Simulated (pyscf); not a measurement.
# `[CH3][Hf]([Cl])([Cl])[Cl]`, singlet

Gas-phase minimum from PySCF at ωB97X-D3(BJ)/def2-SVP, one conformer. 

```
Hf
C 1 2.1681
H 2 1.1047 1 111.08
H 2 1.1048 3 108.07 1 121.96
H 2 1.1051 3 107.99 4 116.59
Cl 1 2.3352 2 104.67 3 60.73
Cl 1 2.3352 2 104.54 3 -59.09
Cl 1 2.3357 2 104.61 3 -179.26
```
Charge 0, spin multiplicity 1.

Properties at ωB97X-D3(BJ)/def2-SVP:

```yaml
harmonic_wavenumbers_unscaled: 92, 92, 92, 130, 130, 152, 384, 398, 398, 529, 529, 537, 1211, 1408, 1408, 3037, 3143, 3146 cm⁻¹
zero_point_energy: 24.0 kcal/mol
rotational_symmetry_number: 3
Entropy of this conformer at 298 K and 1 atm, rigid rotor and harmonic oscillator, modes under 100 cm⁻¹ raised to 100: 394.0 J/(mol K)
dipole_moment: 1.22 D
```

Single-point totals, which compare only within one level:

```json
[
 {"level": "ωB97X-D3(BJ)/def2-TZVP", "total energy (hartree)": "-1468.93223"},
 {"level": "PBE/def2-TZVP", "total energy (hartree)": "-1468.23938"},
 {"level": "r²SCAN/def2-TZVP", "total energy (hartree)": "-1468.75503"},
 {"level": "B3LYP-D3(BJ)/def2-TZVP", "total energy (hartree)": "-1468.92326"},
 {"level": "PBE0-D3(BJ)/def2-TZVP", "total energy (hartree)": "-1468.33329"},
 {"level": "M06-2X/def2-TZVP", "total energy (hartree)": "-1468.68593"},
 {"level": "ωB97M-D3(BJ)/def2-TZVP", "total energy (hartree)": "-1468.96660"}
]
```

Soft torsions are taken as harmonic, which can shift the entropy by several J/(mol K). Elements past Kr carry the def2 core potentials, without spin-orbit coupling.
